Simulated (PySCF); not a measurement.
A calculated (PBE, PySCF 2.14, pcseg-2, no relativity, point nucleus) atom or ion has these occupied shells.

| shell | electrons | orbital energy (eV) | rms radius, mean of both spins (bohr) |
| --- | --- | --- | --- |
| 1s | 2 | -309.02 | 0.314 |
| 2s | 2 | -40.434 | 1.49 |

(1) Name the element and its charge.

Results:

(1) C(2+) (carbon, charge +2), in [He] 2s2, closed-shell 1S.
